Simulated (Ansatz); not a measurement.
Geometry optimisation, RKS B3LYP/STO-3G (Ansatz).

Input:

```yaml
crystal:
  periodic: [false, false, false]
  atoms:
    - { symbol: Si, position_ang: [0.0, 0.0, 0.0] }
    - { symbol: Si, position_ang: [0.0, 0.0, 2.22] }
    - { symbol: H, position_ang: [-1.3148, -0.4067, 2.7074] }
    - { symbol: H, position_ang: [1.0096, -0.9353, 2.7074] }
    - { symbol: H, position_ang: [0.3052, 1.342, 2.7074] }
    - { symbol: H, position_ang: [1.3768, 0.0, -0.4862] }
    - { symbol: O, position_ang: [-0.7913, 1.3709, -0.5594] }
    - { symbol: C, position_ang: [-2.1512, 1.4177, -0.9653] }
    - { symbol: H, position_ang: [-2.7687, 0.8215, -0.2614] }
    - { symbol: H, position_ang: [-2.5023, 2.4707, -0.9639] }
    - { symbol: H, position_ang: [-2.2473, 0.9975, -1.9882] }
    - { symbol: H, position_ang: [-0.6877, -1.1914, -0.4862] }
basis:
  gaussian: { orbitals: STO-3G }
hamiltonian:
  xc: b3lyp
relax:
  f_tol: 0.02
  max_steps: 40
```

Command:

```bash
$ ansatz run input.yaml --threads 1 --pin off --max-ram 2048MiB --backend cpu --events-out ev --progress --plain --runs-dir out
```

Task: Where does it end, and by what steps?

Result: It converged. Limits of this set-up: minimal basis. After 10 steps the energy has fallen by 0.385 eV; H11 moved furthest, 0.97 Å.

```
step  energy less start (eV)  largest force component (eV/Å)  accepted
   0                  0.0000                           2.102       yes
   1                 -0.2350                           1.037       yes
   2                 -0.2964                           0.526       yes
   3                 -0.3414                           0.150       yes
   4                 -0.3630                           0.144       yes
   5                 -0.3636                           0.531       yes
   6                 -0.3777                           0.124       yes
   7                 -0.3832                           0.021       yes
   8                 -0.3846                           0.023       yes
   9                 -0.3851                           0.038       yes
  10                 -0.3852                           0.009       yes
```

```xyz
12
Properties=species:S:1:pos:R:3
Si 0.115 0.078 -0.144
Si -0.160 -0.028 2.108
H -1.521 -0.353 2.470
H 0.694 -1.055 2.659
H 0.180 1.221 2.751
H 1.513 0.223 -0.484
O -0.636 1.442 -0.907
C -2.091 1.374 -0.783
H -2.451 1.425 0.271
H -2.509 2.250 -1.319
H -2.534 0.459 -1.239
H -0.372 -1.148 -0.753
```

Run time: 23 s on 1 thread of Arm Neoverse V2, on a shared host, peak memory 0.12 GiB.
